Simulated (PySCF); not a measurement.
Vertical excitations of a molecule C5H5F from TDA-B3LYP/def2-SVPD (PySCF 2.14.0), as energy in eV (oscillator strength): 5.04 (0.000), 5.31 (0.000), 5.99 (1.081), 6.24 (0.003), 6.75 (0.052), 6.84 (0.008), 7.18 (0.000), 7.29 (0.146), 7.46 (0.022), 7.60 (0.001). Lowest triplet (TDA): 3.19 eV. The structure is a stationary point at PBE-D3(BJ)/def2-SVP. The values are those of a single conformer.

Which structure fits?
A. C=C=CC(=C)F
B. C=C=C/C=C/F
C. C#C/C=C(/C)F
D. C=CC=C=CF

A, C=C=CC(=C)F
